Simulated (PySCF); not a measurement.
**A small calculation by hand: chemical shift, span and skew from a shielding tensor**

AlClFH3OSi, SMILES [F][Al]([Cl])[O][SiH3]. Atoms are numbered in the order given.

```xyz
8

Al    -0.0683     0.5264     0.5313
Cl     1.2674     1.9885    -0.1092
F     -0.9153     0.8001     1.9260
O     -0.2944    -0.8937    -0.3246
Si    -0.5771    -2.3176    -1.1211
H     -1.8762    -2.8998    -0.6796
H      0.5187    -3.2829    -0.8228
H     -0.6284    -2.0697    -2.5898
```

Geometry: B3LYP-D3(BJ)/def2-SVP. The structure was generated by enumeration; whether it is a known compound was not checked. One conformer was computed; it need not be the lowest.

GIAO shieldings from PBE/pcSseg-1 run with PySCF, non-relativistic, no solvent. The symmetric part of the tensor of F3 has the principal values 256.6, 294.9, 434.5 ppm. The same nucleus in CFCl3 has σ = 133.6 ppm at this level (PySCF, at its B3LYP-D3(BJ)/def2-TZVP geometry). Without spin–orbit terms, shifts of atoms bonded to Cl or Br come out too high.

### Question
Work out the isotropic shielding, the ¹⁹F shift against CFCl3, the span and the skew.

### Answer

σ(iso) = (σ11 + σ22 + σ33)/3 = 328.7 ppm. δ = σ(ref) − σ(iso) = 133.6 − (328.7) = -195.1 ppm.
Span Ω = σ33 − σ11 = 177.9 ppm. Skew κ = 3(σ(iso) − σ22)/Ω = 0.57. Tumbling in solution averages the tensor to δ; in a static solid the shielding alone would spread this spin-1/2 line over Ω.
